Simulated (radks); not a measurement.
The numbers below are computed, except where a source is named.
Initial-state core-level shifts of the arsenic ion As+ when its valence configuration changes from [Ar] 3d10 4s2 4p2. Code: a radial shooting solver on a logarithmic mesh with Libxc functionals. Model: scalar-relativistic Kohn-Sham, r2SCAN, spin-unpolarised, spherical densities, finite nucleus; meta-GGA in the generalised Kohn-Sham scheme; Fermi nuclear charge, rms radius 4.0968 fm. Shifts are changes of the shell-averaged eigenvalues in eV (positive: less bound); the change of the density at the nucleus, which sets a Mossbauer isomer shift, is in e/bohr^3, on a base of 3.597e+04.

| valence | 1s | 2s | 2p | 3s | density at nucleus |
|---|---|---|---|---|---|
| 3d9 4s2 4p3 | -13.657 | -14.939 | -14.876 | -12.019 | +13.970 |
| 3d10 4p4 | -3.566 | -3.402 | -3.410 | -3.481 | -47.403 |
| 3d10 4s1 4p3 | -1.814 | -1.732 | -1.736 | -1.770 | -23.307 |
| 3d8 4s1 4p5 | -29.715 | -32.381 | -32.263 | -25.833 | -0.731 |
| 3d9.5 4s1.5 4p3 | -7.604 | -8.187 | -8.157 | -6.829 | -5.561 |
| 3d10 4s1.5 4p2.5 | -0.916 | -0.875 | -0.877 | -0.893 | -11.553 |
| 3d9.5 4s2 4p2.5 | -6.723 | -7.344 | -7.312 | -5.972 | +6.816 |
| 3d8.5 4s1.5 4p4 | -21.617 | -23.569 | -23.478 | -18.928 | +7.400 |
| 3d7 4s1 4p6 | -44.918 | -49.167 | -49.002 | -38.264 | +12.324 |
